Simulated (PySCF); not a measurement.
SCF from a fresh guess for singlet Ru₂Cl⁺, at the PBE0 minimum. PySCF input:

```python
from pyscf import gto, scf, dft
mol = gto.M(atom='''
Cl     0.836470     0.000000     0.000000
Ru    -0.153230     0.000000     1.883050
Ru    -0.153230    -0.000000    -1.883050''',
    basis={'Cl': 'def2-TZVP', 'Ru': 'def2-TZVP'},
    ecp={'Ru': 'def2-TZVP'},
    charge=1, spin=0)
mf = dft.RKS(mol, xc='PBE0')
mf.grids.atom_grid = (50, 194)
aux = {'Cl': 'def2-universal-JKFIT', 'Ru': 'def2-universal-JKFIT'}
mf = mf.density_fit(auxbasis=aux)
mf.conv_tol = 1e-08
mf.diis_space = 10
mf.max_cycle = 60
mf.init_guess = 'minao'
mf.verbose = 4
mf.kernel()
```

Excerpt of the output (cycles and frontier levels):

```
init E= -634.293330033947
  HOMO = -0.794843336126573  LUMO = -0.750715607651701  gap/eV = 1.20078
cycle= 1 E= -648.669217886409  delta_E= -14.4  |g|= 1.93  |ddm|= 5.61
  HOMO = -0.128194786351719  LUMO = -0.112489555715757  gap/eV = 0.42736
cycle= 2 E= -642.874366583079  delta_E= 5.79  |g|= 5.06  |ddm|= 5.81
  HOMO = -0.415020871902949  LUMO = -0.358372359067129  gap/eV = 1.54148
cycle= 3 E= -649.319964069696  delta_E= -6.45  |g|= 0.371  |ddm|= 5.45
  HOMO = -0.383666324442569  LUMO = -0.329595203635938  gap/eV = 1.47135
cycle= 4 E= -649.326380591556  delta_E= -0.00642  |g|= 0.39  |ddm|= 0.514
  HOMO = -0.369106633074163  LUMO = -0.305295138405461  gap/eV = 1.73640
cycle= 5 E= -649.359565117217  delta_E= -0.0332  |g|= 0.0747  |ddm|= 0.251
  HOMO = -0.378709971626247  LUMO = -0.312865073199438  gap/eV = 1.79173
cycle= 6 E= -649.361970185512  delta_E= -0.00241  |g|= 0.0214  |ddm|= 0.0947
  HOMO = -0.380258911181795  LUMO = -0.313490238406498  gap/eV = 1.81687
... 16 lines left out ...
cycle= 15 E= -649.36366257686  delta_E= -2.13e-06  |g|= 0.000161  |ddm|= 0.0116
  HOMO = -0.380923341235949  LUMO = -0.311480125454393  gap/eV = 1.88965
cycle= 16 E= -649.363662841737  delta_E= -2.65e-07  |g|= 0.000109  |ddm|= 0.00407
  HOMO = -0.380916617060344  LUMO = -0.311483044909622  gap/eV = 1.88938
cycle= 17 E= -649.363662891375  delta_E= -4.96e-08  |g|= 4.2e-05  |ddm|= 0.00161
  HOMO = -0.380911841110249  LUMO = -0.311480870975877  gap/eV = 1.88931
cycle= 18 E= -649.363662900122  delta_E= -8.75e-09  |g|= 2.25e-05  |ddm|= 0.000431
  HOMO = -0.380914776162321  LUMO = -0.311482813448894  gap/eV = 1.88934
Extra cycle  E= -649.363662901625  delta_E= -1.5e-09  |g|= 2.69e-05  |ddm|= 0.00011
converged SCF energy = -649.363662901625
```

No lower solution of this spin was found by a stability analysis within the restricted form, which does not test spin polarisation.

At the minimum of this search the closed-shell solution is unstable towards spin polarisation, so a lower open-shell solution exists.

The search for the lowest solution, with the stability check, took 3.4 s on 4 threads of a shared Intel Xeon Platinum 8259CL @ 2.50GHz (Skylake/Cascade Lake) host, with 117 basis functions; the process peaked at 0.37 GiB. Launch command: `OMP_NUM_THREADS=4 python axn.py task.json out`.
